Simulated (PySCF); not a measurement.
Molecule: `[SiH3]N1C(C=C)=NC=C1`, C5H8N2Si.

Cartesian coordinates in Å; atom numbers follow the order of the lines, from 1:
```xyz
16

C    -1.068    2.612   -0.015
C    -0.989    1.294    0.133
C     0.210    0.545   -0.139
N     1.342    1.054   -0.558
C     2.201    0.013   -0.686
C     1.576   -1.146   -0.338
N     0.290   -0.822    0.018
Si   -0.951   -1.937    0.552
H    -0.212    3.170   -0.352
H    -1.973    3.155    0.192
H    -1.838    0.714    0.471
H     3.208    0.168   -1.019
H     1.924   -2.158   -0.312
H    -1.346   -1.550    1.906
H    -0.319   -3.252    0.528
H    -2.063   -1.852   -0.393
```

Frames of a GFN2-xTB Langevin trajectory at 300 K; GIAO PBE0/pcSseg-1 shieldings in PySCF 2.14, gas phase, non-relativistic; equivalent atoms averaged within each frame.

Scale: ¹³C (σref 186.93) and ²⁹Si (σref 349.16) and ¹H (σref 31.72) vs TMS; NH3 for ¹⁵N (σref 267.73) (reference shieldings calculated alike). The references are static minima.

Question: How do the shifts (ppm) fluctuate along the trajectory?

Answer: 
```tsv
time (fs)	C3	C5	C6	C1	C2	N4	N7	Si8	H9	H12
250	157.9	140.6	134.4	133.9	130.2	316.3	175.8	-55.4	7.93	7.69
425	155.6	138.2	126.8	135.4	138.5	314.6	162.8	-67.2	7.42	7.86
625	165.1	134.9	125.5	125.4	129.9	307.8	185.5	-55.3	7.58	6.97
800	159.1	135.9	130.3	141.3	136.6	296.5	174.8	-65.2	8.34	6.66
1000	157.5	139.3	123.7	130.8	131.8	319.9	168.4	-58.9	6.58	8.00
mean of frames	159.0	137.8	128.1	133.4	133.4	311.0	173.5	-60.4	7.57	7.44
standard deviation	3.6	2.4	4.3	5.9	3.9	9.2	8.5	5.5	0.66	0.59
```

5 frames give an uncertainty of the mean of about the standard deviation over 2.2 at best, since frames this close in time may not be independent; classical motion lacks zero-point vibration, and the reference would need the same averaging.
